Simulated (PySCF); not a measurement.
H$_{5}$ClSi$_{2}$ (SMILES [SiH3][SiH2]Cl), singlet, at a GFN2-xTB geometry; PBE/cc-pVDZ run with PySCF.

The PySCF input:
```python
from pyscf import gto, scf, dft, solvent

mol = gto.Mole()
mol.atom = '''
    Si    1.82701747   -0.15440407    0.34819552
    Si   -0.44739534   -0.56770998    0.40777960
    Cl   -1.44293390    0.74356208   -0.78114365
    H     2.52936483   -1.11854118    1.19860634
    H     2.39343570   -0.27473923   -0.99795491
    H     2.17565656    1.18314507    0.83486795
    H    -1.05172827   -0.42403509    1.73470909
    H    -0.83156221   -1.89678810   -0.07443833
'''
mol.basis = 'cc-pvdz'
mol.verbose = 4
mol.build()

mf = dft.RKS(mol)
mf.xc = 'pbe'
mf.kernel()
```

What the program printed (banner, timings and long lists left out):

```
PySCF version 2.14.0

[INPUT] verbose = 4
[INPUT] num. atoms = 8
[INPUT] num. electrons = 50
[INPUT] charge = 0
[INPUT] spin (= nelec alpha-beta = 2S) = 0
[INPUT] symmetry False subgroup None
[INPUT] Mole.unit = angstrom
[INPUT] Symbol           X                Y                Z      unit          X                Y                Z       unit  Magmom
[INPUT]  1 Si     1.827017470000  -0.154404070000   0.348195520000 AA    3.452562643096  -0.291781404818   0.657994170601 Bohr   0.0
[INPUT]  2 Si    -0.447395340000  -0.567709980000   0.407779600000 AA   -0.845454662007  -1.072816380382   0.770591763185 Bohr   0.0
[INPUT]  3 Cl    -1.442933900000   0.743562080000  -0.781143650000 AA   -2.726749886851   1.405128687812  -1.476147562443 Bohr   0.0
[INPUT]  4 H      2.529364830000  -1.118541180000   1.198606340000 AA    4.779806797807  -2.113736489248   2.265037713767 Bohr   0.0
[INPUT]  5 H      2.393435700000  -0.274739230000  -0.997954910000 AA    4.522937969757  -0.519181900374  -1.885861464565 Bohr   0.0
[INPUT]  6 H      2.175656560000   1.183145070000   0.834867950000 AA    4.111395039513   2.235820147929   1.577671775677 Bohr   0.0
[INPUT]  7 H     -1.051728270000  -0.424035090000   1.734709090000 AA   -1.987478387763  -0.801310187305   3.278125085893 Bohr   0.0
[INPUT]  8 H     -0.831562210000  -1.896788100000  -0.074438330000 AA   -1.571424832438  -3.584410025334  -0.140668056870 Bohr   0.0

nuclear repulsion = 193.55752075071
number of shells = 30
number of NR pGTOs = 158
number of NR cGTOs = 79
basis = cc-pvdz
ecp = {}

******** <class 'pyscf.dft.rks.RKS'> ********
method = RKS
initial guess = minao
damping factor = 0
level_shift factor = 0
DIIS = <class 'pyscf.scf.diis.CDIIS'>
diis_start_cycle = 1
diis_space = 8
diis_damp = 0
SCF conv_tol = 1e-09
SCF conv_tol_grad = None
SCF max_cycles = 50
direct_scf = True
direct_scf_tol = 1e-13
XC library pyscf.dft.libxc version 7.1.2
    S. Lehtola, C. Steigemann, M. J. T. Oliveira, and M. A. L. Marques,  SoftwareX 7, 1–5 (2018)
XC functionals = pbe
    J. P. Perdew, K. Burke, and M. Ernzerhof,  Phys. Rev. Lett. 77, 3865 (1996)
    J. P. Perdew, K. Burke, and M. Ernzerhof,  Phys. Rev. Lett. 78, 1396 (1997)
    J. P. Perdew, K. Burke, and M. Ernzerhof,  Phys. Rev. Lett. 77, 3865 (1996)
    J. P. Perdew, K. Burke, and M. Ernzerhof,  Phys. Rev. Lett. 78, 1396 (1997)
radial grids:
    Treutler-Ahlrichs [JCP 102, 346 (1995); DOI:10.1063/1.469408] (M4) radial grids

becke partition: Becke, JCP 88, 2547 (1988); DOI:10.1063/1.454033
pruning grids: <function nwchem_prune>
grids dens level: 3
symmetrized grids: False
atomic radii adjust function: <function treutler_atomic_radii_adjust>
small_rho_cutoff = 0
Set gradient conv threshold to 3.16228e-05
Initial guess from minao.
tot grids = 106280
init E= -1041.71823629879
  HOMO = -0.299054139407353  LUMO = -0.0694725233280347  gap/eV = 6.24723
cycle= 1 E= -1041.69267945265  delta_E= 0.0256  |g|= 0.241  |ddm|=  2.1
  HOMO = -0.231473895370246  LUMO = -0.0437290860169317  gap/eV = 5.10880
cycle= 2 E= -1041.67946979308  delta_E= 0.0132  |g|= 0.32  |ddm|= 0.623
  HOMO = -0.254804680603384  LUMO = -0.0370420906113549  gap/eV = 5.92562
cycle= 3 E= -1041.71086550299  delta_E= -0.0314  |g|= 0.0433  |ddm|= 0.398
  HOMO = -0.259643725352113  LUMO = -0.0437407138455084  gap/eV = 5.87502
cycle= 4 E= -1041.71160063689  delta_E= -0.000735  |g|= 0.00993  |ddm|= 0.0659
  HOMO = -0.259372521602613  LUMO = -0.0432613557452484  gap/eV = 5.88068
cycle= 5 E= -1041.7116337987  delta_E= -3.32e-05  |g|= 0.0017  |ddm|= 0.0112
  HOMO = -0.259404455977191  LUMO = -0.0432195319245492  gap/eV = 5.88269
cycle= 6 E= -1041.71163481277  delta_E= -1.01e-06  |g|= 0.000464  |ddm|= 0.00249
  HOMO = -0.259379863088305  LUMO = -0.043193308011668  gap/eV = 5.88274
cycle= 7 E= -1041.71163489587  delta_E= -8.31e-08  |g|= 6.81e-05  |ddm|= 0.000653
  HOMO = -0.259382099051532  LUMO = -0.0431959241975142  gap/eV = 5.88273
cycle= 8 E= -1041.71163489784  delta_E= -1.97e-09  |g|= 1.74e-05  |ddm|= 0.000124
  HOMO = -0.259381790893414  LUMO = -0.0431959594138223  gap/eV = 5.88272
cycle= 9 E= -1041.71163489796  delta_E= -1.19e-10  |g|= 3.9e-06  |ddm|= 2.6e-05
  HOMO = -0.25938221966458  LUMO = -0.0431961040785109  gap/eV = 5.88272
Extra cycle  E= -1041.71163489796  delta_E= 3.41e-12  |g|= 4.42e-06  |ddm|= 9.03e-06
converged SCF energy = -1041.71163489796
```
